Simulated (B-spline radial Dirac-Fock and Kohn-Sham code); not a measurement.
Z = 57 (lanthanum), transition energy 53 keV. The computed values come from a B-spline atomic structure program: a Dirac-Hartree-Slater potential of the neutral atom with a Latter tail (no hole, which puts coefficients of high multipoles low close above an edge), finite nucleus with surface currents. Subshells that would emit electrons below 1 keV are left out.

Task: A pure transition shows α(K) = 2500, L1/L2 = 5.15 and L1/L3 = 0.259. What is its multipolarity?
A. E2
B. E4
C. E1
D. M2
E. M1
F. E3
G. M3
H. M4

Result: H. For comparison, α(K), L1/L2, L1/L3 are E1 1.11, 3.78, 2.65; E2 5.85, 0.104, 0.0820; E3 20.1, 0.00787, 0.00659; E4 63.1, 0.00939, 0.00810; M1 5.84, 12.1, 55.9; M2 89.2, 9.44, 3.43; M3 541, 6.76, 0.619.
